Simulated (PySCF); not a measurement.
Complete the spectrum of C4H7OPSSi

Species: C₄H₇OPSSi.
Atom-mapped SMILES: `[CH3:1][O:2][c:3]1[cH:4][p:5][c:6]([SiH3:7])[s:8]1` (hydrogens: H9, H10, H11 on C1; H12 on C4; H13, H14, H15 on Si7)

Computed, not measured: PySCF, TDDFT PBE0/def2-SVPD, vertical, gas phase, core orbitals frozen in the response. Isolated species at its GFN2-xTB geometry (one conformer only). GFN2-xTB frequencies show an imaginary mode (62i cm⁻¹), so this geometry is no minimum at that level. Torsions of this conformer, `[CH3:1][O:2][c:3]1[cH:4][p:5][c:6]([SiH3:7])[s:8]1`: C1–O2–C3–C4 -179°.

Orbital energies (eV): HOMO-3 -9.31, HOMO-2 -7.90, HOMO-1 -7.34, HOMO -6.49, LUMO -1.44, LUMO+1 -0.17, LUMO+2 0.21.

Lowest singlets, with some entries withheld (?).

| state | E (eV) | f | main configurations (H = HOMO, L = LUMO) |
| --- | --- | --- | --- |
| S1 | ? | ? | ? |
| S2 | 4.97 | 0.0017 | H→L+1 (96%) |
| S3 | 5.06 | 0.062 | H-1→L (75%), H→L+2 (17%) |
| S4 | 5.16 | 0.0079 | H-2→L (96%) |
| S5 | 5.75 | 0.0022 | H→L+3 (78%), H-1→L+1 (15%) |
| S6 | ? | ? | ? |
| S7 | 5.94 | 0.190 | H→L+2 (75%), H-1→L (13%) |
| S8 | 6.32 | 0.0082 | H→L+4 (46%), H-3→L (40%) |

**Question.** Supply the missing values.

**Answer.** 
- S1: E = 4.40 eV; f = 0.116; H→L (91%)
- S6: E = 5.81 eV; f = 0.0001; H-1→L+1 (81%), H→L+3 (14%)

**Question.** What is the mean static polarisability from the same response equations?

**Answer.** 122.4 au (18.14 Å³), with principal values 81.7, 129.4 and 156.1 au.

**Question.** Where do the lowest triplets lie (Tamm–Dancoff)?

**Answer.** T1 2.82 eV, H→L (94%); T2 4.01 eV, H-1→L (95%); T3 4.25 eV, H-2→L (94%). E(S1) − E(T1) = +1.58 eV.

**Question.** How far apart are S5 and S7, in eV and cm⁻¹?

**Answer.** 5.941 − 5.754 = 0.187 eV, or about 1510 cm⁻¹.
